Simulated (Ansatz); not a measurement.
CH3BOSe (`BC(O)=[Se]`). Charge 0, multiplicity 1. Correlated methods include outer-core shells of Se, which these sets cover unevenly. Scalar relativity is left out up to krypton.

Z-matrix (Å, degrees):
```
B
Se 1 2.308
C 1 1.527 2 50.5
H 1 1.196 2 112.1 3 -109.8
H 1 1.196 2 112.1 3 109.8
O 3 1.301 1 143.2 2 180.0
H 6 0.968 3 109.3 1 0.0
```

(1) Give the diagnostics of a CCSD(T)/def2-TZVPP run (frozen core, Ansatz 0.2.0). (An estimate is asked.)

## Answers

(1) The calculation gave: T1 = 0.0189, largest single amplitude 0.057, largest double 0.071, (T) share of the correlation energy 4.4 %, 11 CCSD cycles. The RHF solution is stable towards an unrestricted one. T1 lies under the customary mark of 0.02 for closed shells.
